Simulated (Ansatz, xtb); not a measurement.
Molecule: WH (charge 0, sextet). The spin state was set by rule; other spins were not relaxed. SMILES: [WH]
Geometry from a B3LYP-D3(BJ)/def2-TZVP (Ansatz, a first-principles code) optimisation:
```xyz
2

W      0.0000     0.0000    -0.0229
H      0.0000     0.0000     1.6978
```
Charge 0, spin multiplicity 6.

Harmonic wavenumbers from GFN2-xTB (xtb, at its own minimum), cm⁻¹: 2098.

Question: Give the harmonic wavenumbers at B3LYP-D3(BJ)/def2-TZVP (Ansatz, finite differences of forces, unscaled).

Answer: 1904 cm⁻¹. Zero-point energy 2.7 kcal/mol.

Question: From these and the geometry, give the ideal-gas thermochemistry at 298.15 K and 1 atm (rigid rotor, harmonic oscillator).

Answer: Point group C∞v, rotational symmetry number 1. Rotational constants 170.3, 170.3 GHz. S(trans) 41.55, S(rot) 9.14, S(vib) 0.00, S(elec, spin only) 3.56, S 54.2 cal/(mol K). H(298) - H(0) 2.07 kcal/mol; G - E(el) -11.4 kcal/mol.
